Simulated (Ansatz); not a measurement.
Gas-phase electronic energies from Ansatz, PBE0-D4/def2-TZVP geometries. CCSD(T)/CBS is the MP2 limit (def2-TZVPP, def2-QZVPP) plus CCSD(T) − MP2 in def2-TZVPP, frozen cores. DFT in def2-TZVPP. For Br outer-core shells are correlated without core-valence functions, which leaves a few kJ/mol of doubt a bond. Scalar relativity is left out up to krypton. Each species was taken in one conformer, which may not be the lowest.

Consider the redistribution: `F[SiH2][SiH](F)Br` + `N[SiH2]SS` → `N[SiH2][SiH](F)Br` + `F[SiH2]SS`.

```csv
level,ΔE (kcal/mol)
PBE0-D4,-0.8
CCSD/def2-TZVPP,-0.4
```

Q: What does CCSD(T)/CBS give? (An estimate is asked.)

A: The calculation gave: -0.5 kcal/mol. The listed levels differ from it by -0.3, 0.1 kcal/mol.

Largest T1 diagnostic among the species: 0.012.

In def2-TZVPP, CCSD(T) changes the Hartree–Fock value by −1.7 kcal/mol (the triples alone add −0.2 kcal/mol) and MP2 by −1.9 kcal/mol.
